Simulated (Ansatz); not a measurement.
Consider the ligand exchange at a Ge–O bond: `C[O][Ge]([OH])([O]C)[O]C` + `C[SeH]` → `C[O][Ge]([O]C)([O]C)[Se]C` + H₂O.

Calculated with Ansatz (gas phase, PBE0-D4/def2-TZVP geometries, no zero-point term in ΔE). CCSD(T)/CBS is the MP2 limit (def2-TZVPP, def2-QZVPP) plus CCSD(T) − MP2 in def2-TZVPP, frozen cores. This one scheme is used for every species. DFT in def2-TZVPP. B3LYP here is the variant with VWN-RPA as its local correlation; programs differ in this. HSE06 is defined as in plane-wave codes. For Ge, Se outer-core shells are correlated without core-valence functions, which leaves a few kJ/mol of doubt a bond. Scalar relativity is left out up to krypton. Each species was taken in one conformer, which may not be the lowest.

| level | ΔE (kJ/mol) | difference from CCSD(T)/CBS |
| --- | --- | --- |
| B97M-V | -21.5 | 11.3 |
| r2SCANh-D4 | -28.2 | 4.6 |
| ωB97M-V | -26.9 | 5.9 |
| PBE-QIDH | -27.9 | 4.9 |
| PBE | -29.3 | 3.5 |
| revPBE | -25.5 | 7.3 |
| B3LYP | -16.2 | 16.6 |
| r2SCANh | -24.5 | 8.3 |
| r2SCAN0 | -23.9 | 8.9 |
| HSE06 | -26.6 | 6.2 |
| LC-ωPBE | -17.6 | 15.2 |
| MP2/def2-SVP | -17.0 | 15.8 |
| SCS-MP2/def2-TZVPP | -23.8 | 9.0 |
| CCSD/def2-TZVPP | -20.8 | 12.0 |
| HF/def2-QZVPP | 3.2 | 36.0 |
| CCSD/CBS(def2) | -28.0 | 4.8 |
| CCSD(T)/CBS | -32.8 | 0 |

Largest T1 diagnostic among the species: 0.012.

The D4 term adds −16.4 kJ/mol with B3LYP and −9.7 kJ/mol with PBE0; it sums over pairs of atoms, weighted by their polarisabilities, and B3LYP, whose exchange is more repulsive, gets the larger term. From BLYP to BHLYP (50 % exact exchange), in def2-TZVPP and without D4, ΔE moves by +5.1 kJ/mol.
